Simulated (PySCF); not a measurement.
**Bond curve of CuBr**

Set-up: basis Cu x2c-TZVPPall, Br x2c-TZVPPall; spin-free X2C with a Gaussian nucleus; PySCF 2.14. Energies in eV from Cu (3d10 4s1) + Br in their ground configurations at the same level. State: ¹Σ⁺ (singlet), closed shell.

```
R (Å)  M06-2X
1.881  -1.958
1.968  -2.580
2.056  -2.951
2.121  -3.110
2.187  -3.191
2.253  -3.212
2.340  -3.171
2.449  -3.039
2.581  -2.808
2.756  -2.437
```

Problem. Put a parabola through the three lowest points of the M06-2X curve and estimate Re, k and ωe (reduced mass 35.01 u; 1 eV/Å² = 0.16022 mdyn/Å; ωe = 1302.8·√(k/μ) cm⁻¹).

Solution. Through R = 2.187, 2.253, 2.34 Å the second-order coefficient is 5.16 eV/Å², so Re ≈ 2.251 Å, k ≈ 1.65 mdyn/Å and ωe ≈ 283 cm⁻¹. A polynomial fit of higher order to the unrounded M06-2X energies gives Re = 2.247 Å, k = 1.75 mdyn/Å, ωe = 292 cm⁻¹; anharmonicity and rounding make the difference.

The higher-order fit for each curve: M06-2X: Re = 2.247 Å, ωe = 292 cm⁻¹, De = 3.21 eV.
